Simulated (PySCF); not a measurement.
**Electron correlation in Co (cobalt, neutral)**

[Ar] 3d7 4s1 5s1, high-spin 6F determinant (an excited configuration). All numbers are calculated (PySCF 2.14, no relativity, point nucleus, in dyall-av2z (16s12p7d2f, 101 functions)). Frozen: [Ar]; 9 electrons correlated; the 33 highest virtual orbitals of each spin left out.

```
  level  correlation energy (mhartree)
   CCSD                        -186.88
    (T)                          -4.44
CCSD(T)                        -191.32
```

Diagnostics: T1 = 0.014, D1 = 0.0449, largest double amplitude 0.041.

The outer electron is Rydberg-like, and this basis confines it to a smaller radius and binds it less than a complete one would.

Cost of the coupled-cluster step: roughly 12 core-seconds, for 9 correlated electrons.

Iterations:

```
CC2 = 0
CCSD nocc = (np.int64(7), np.int64(2)), nmo = (59, 59)
frozen orbitals [[0, 1, 2, 3, 4, 5, 6, 7, 8, 68, 69, 70, 71, 72, 73, 74, 75, 76, 77, 78, 79, 80, 81, 82, 83, 84, 85, 86, 87, 88, 89, 90, 91, 92, 93, 94, 95, 96, 97, 98, 99, 100], [0, 1, 2, 3, 4, 5, 6, 7, 8, 68, 69, 70, 71, 72, 73, 74, 75, 76, 77, 78, 79, 80, 81, 82, 83, 84, 85, 86, 87, 88, 89, 90, 91, 92, 93, 94, 95, 96, 97, 98, 99, 100]]
max_cycle = 100
direct = 0
conv_tol = 1e-08
conv_tol_normt = 1e-06
diis_space = 8
diis_start_cycle = 0
Init t2, MP2 energy = -0.18617139786904
Init E_corr(UCCSD) = -0.186171397871314
cycle = 1  E_corr(UCCSD) = -0.1825657630126  dE = 0.00360563486  norm(t1,t2) = 0.0514224
cycle = 2  E_corr(UCCSD) = -0.186037970192504  dE = -0.00347220718  norm(t1,t2) = 0.0197403
cycle = 3  E_corr(UCCSD) = -0.186223898732181  dE = -0.00018592854  norm(t1,t2) = 0.0105355
cycle = 4  E_corr(UCCSD) = -0.186886431232185  dE = -0.0006625325  norm(t1,t2) = 0.0045718
cycle = 5  E_corr(UCCSD) = -0.186880714948313  dE = 5.71628387e-06  norm(t1,t2) = 0.000864622
cycle = 6  E_corr(UCCSD) = -0.186868190072607  dE = 1.25248757e-05  norm(t1,t2) = 0.000306372
cycle = 7  E_corr(UCCSD) = -0.186876235282628  dE = -8.04521002e-06  norm(t1,t2) = 0.000140338
cycle = 8  E_corr(UCCSD) = -0.186877896112633  dE = -1.66083e-06  norm(t1,t2) = 3.94164e-05
cycle = 9  E_corr(UCCSD) = -0.186877516738838  dE = 3.79373795e-07  norm(t1,t2) = 1.67043e-05
cycle = 10  E_corr(UCCSD) = -0.186877565036989  dE = -4.82981507e-08  norm(t1,t2) = 9.43382e-06
cycle = 11  E_corr(UCCSD) = -0.186877772710858  dE = -2.07673869e-07  norm(t1,t2) = 6.03112e-06
cycle = 12  E_corr(UCCSD) = -0.186877610440785  dE = 1.62270072e-07  norm(t1,t2) = 2.22169e-06
cycle = 13  E_corr(UCCSD) = -0.18687761374236  dE = -3.30157496e-09  norm(t1,t2) = 8.25931e-07
UCCSD converged
E(UCCSD) = -1381.43505127098  E_corr = -0.1868776137423603
UCCSD(T) correction = -0.0044406490807444
```
